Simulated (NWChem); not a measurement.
All runs are NWChem calculations. System: C3H7FSi, charge 0, spin multiplicity 1, at a geometry optimised with B3LYP/def2-SVP. The structure started from a generated list of species. Level: RHF/def2-SVP.

Part of the output:

```
             Northwest Computational Chemistry Package (NWChem) 7.3.0
             --------------------------------------------------------

                                NWChem Input Module
                                -------------------

 Scaling coordinates for geometry "geometry" by  1.889725989
 (inverse scale =  0.529177249)

 Turning off AUTOSYM since
 SYMMETRY directive was detected!

                             Geometry "geometry" -> ""
                             -------------------------

 Output coordinates in angstroms (scale by  1.889725989 to convert to a.u.)

  No.       Tag          Charge          X              Y              Z
 ---- ---------------- ---------- -------------- -------------- --------------
    1 C                    6.0000     2.53603800     0.38081100     0.00000000
    2 Si                  14.0000     0.67642600     0.69719100     0.00000000
    3 C                    6.0000    -0.23950400    -0.94842700     0.00000000
    4 C                    6.0000    -1.56603200    -1.06813500     0.00000000
    5 F                    9.0000    -2.37688200     0.00180700     0.00000000
    6 H                    1.0000     3.09517700     1.33004500     0.00000000
    7 H                    1.0000     2.84025800    -0.19112300     0.89161200
    8 H                    1.0000     2.84025800    -0.19112300    -0.89161200
    9 H                    1.0000     0.29271800     1.49241300    -1.20544100
   10 H                    1.0000     0.29271800     1.49241300     1.20544100
   11 H                    1.0000     0.31635900    -1.89257400     0.00000000
   12 H                    1.0000    -2.13851500    -2.00248600     0.00000000

 Effective nuclear repulsion energy (a.u.)     214.8707328025

            Nuclear Dipole moment (a.u.)
            ----------------------------
        X                 Y               Z
 ---------------- ---------------- ----------------
     0.0000207870    -0.0000075589     0.0000000000

      Symmetry information
      --------------------

 Group name             Cs
 Group number              2
 Group order               2
 No. of unique centers    10

      Symmetry unique atoms

     1    2    3    4    5    6    7    9   11   12


 Summary of "ao basis" -> "" (spherical)
 ------------------------------------------------------------------------------
       Tag                 Description            Shells   Functions and Types
 ---------------- ------------------------------  ------  ---------------------
[...]
    22     -0.261724   2 Si px                3     -0.161219   1 C  s
    90      0.151536   9 H  s                95      0.151536  10 H  s

 Vector   24  Occ=2.000000D+00  E=-3.791861D-01  Symmetry=a"
              MO Center= -7.7D-01, -7.0D-01, -6.0D-15, r^2= 2.4D+00
   Bfn.  Coefficient  Atom+Function         Bfn.  Coefficient  Atom+Function
  ----- ------------  ---------------      ----- ------------  ---------------
    38      0.375448   3 C  pz               52      0.361249   4 C  pz
    41      0.329929   3 C  pz               55      0.231518   4 C  pz
    66      0.199381   5 F  pz               69     -0.180650   5 F  pz

 Vector   25  Occ=0.000000D+00  E= 1.315721D-01  Symmetry=a"
              MO Center= -5.7D-01, -5.9D-01, -3.7D-15, r^2= 3.6D+00
   Bfn.  Coefficient  Atom+Function         Bfn.  Coefficient  Atom+Function
  ----- ------------  ---------------      ----- ------------  ---------------
    27      0.718047   2 Si pz               55     -0.625579   4 C  pz
    91      0.534585   9 H  s                96     -0.534585  10 H  s
    41      0.472313   3 C  pz               52     -0.383690   4 C  pz
    38      0.248946   3 C  pz                9     -0.202600   1 C  pz
    69      0.174136   5 F  pz

 Vector   26  Occ=0.000000D+00  E= 1.675099D-01  Symmetry=a'
              MO Center=  2.0D+00,  4.5D-01,  5.3D-15, r^2= 6.0D+00
   Bfn.  Coefficient  Atom+Function         Bfn.  Coefficient  Atom+Function
  ----- ------------  ---------------      ----- ------------  ---------------
     3      2.919862   1 C  s                25     -1.059712   2 Si px
    81     -0.924834   7 H  s                86     -0.924834   8 H  s
    76     -0.880305   6 H  s                18     -0.782032   2 Si s
    26      0.360635   2 Si py               17      0.270739   2 Si s
    39      0.196734   3 C  px              106      0.196574  12 H  s

 Vector   27  Occ=0.000000D+00  E= 1.896502D-01  Symmetry=a'
              MO Center= -4.3D-01, -1.9D+00, -2.0D-14, r^2= 5.7D+00
   Bfn.  Coefficient  Atom+Function         Bfn.  Coefficient  Atom+Function
  ----- ------------  ---------------      ----- ------------  ---------------
   101     -1.469976  11 H  s                35      1.344098   3 C  s
   106     -1.342923  12 H  s                49      0.885020   4 C  s
    54     -0.540760   4 C  py                3      0.525636   1 C  s
    39      0.452391   3 C  px               18     -0.381249   2 Si s
    81     -0.379253   7 H  s                86     -0.379253   8 H  s

 center of mass
 --------------
 x =  -0.20714216 y =  -0.00108222 z =   0.00000000

 moments of inertia (a.u.)
 ------------------
         208.381171301864        -196.915668978304           0.000000000000
        -196.915668978304         934.465278679815           0.000000000000
           0.000000000000           0.000000000000        1110.483307803802

  Mulliken analysis of the total density
  --------------------------------------

    Atom       Charge   Shell Charges
 -----------   ------   -------------------------------------------------------
    1 C    6     6.41   1.99  0.84  0.35  2.04  1.16  0.02
    2 Si  14    13.19   2.00  1.99  0.93  0.10  5.94  1.23  0.73  0.26
    3 C    6     6.48   1.99  0.87  0.38  2.02  1.19  0.03
    4 C    6     5.65   1.99  0.89  0.20  1.87  0.62  0.09
    5 F    9     9.33   1.99  1.12  0.81  3.34  2.06  0.01
    6 H    1     0.93   0.74  0.17  0.03
    7 H    1     0.94   0.74  0.17  0.03
    8 H    1     0.94   0.74  0.17  0.03
    9 H    1     1.14   0.75  0.38  0.01
   10 H    1     1.14   0.75  0.38  0.01
   11 H    1     0.92   0.74  0.16  0.03
   12 H    1     0.93   0.75  0.15  0.03

       Multipole analysis of the density wrt the origin
       ------------------------------------------------

     L   x y z        total         open         nuclear
     -   - - -        -----         ----         -------
     0   0 0 0      0.000000      0.000000     48.000000

     1   1 0 0      0.415460      0.000000      0.000021
     1   0 1 0     -0.714500      0.000000     -0.000008
     1   0 0 1     -0.000000      0.000000      0.000000

     2   2 0 0    -29.511654      0.000000    505.157879
     2   1 1 0      2.482527      0.000000    111.938270
     2   1 0 1      0.000000      0.000000      0.000000
     2   0 2 0    -26.979500      0.000000    120.724107
     2   0 1 1     -0.000000      0.000000      0.000000
     2   0 0 2    -30.175436      0.000000     16.055933

 Task  times  cpu:        3.5s     wall:        3.5s

 Total times  cpu:        3.5s     wall:        3.5s
```

Problem. Write an NWChem input that would produce this output.

Solution. Several could match; the one computed here: 
```
start mol
memory heap 200 mb stack 800 mb global 1000 mb
geometry units angstroms nocenter noautoz
  C      2.536038     0.380811     0.000000
  Si     0.676426     0.697191     0.000000
  C     -0.239504    -0.948427     0.000000
  C     -1.566032    -1.068135     0.000000
  F     -2.376882     0.001807     0.000000
  H      3.095177     1.330045     0.000000
  H      2.840258    -0.191123     0.891612
  H      2.840258    -0.191123    -0.891612
  H      0.292718     1.492413    -1.205441
  H      0.292718     1.492413     1.205441
  H      0.316359    -1.892574     0.000000
  H     -2.138515    -2.002486     0.000000
  symmetry group Cs
end
basis spherical
  * library def2-svp
end
scf
  rhf
  nopen 0
  maxiter 100
  thresh 1e-7
  semidirect memsize 60000000 filesize 0
end
task scf energy
```
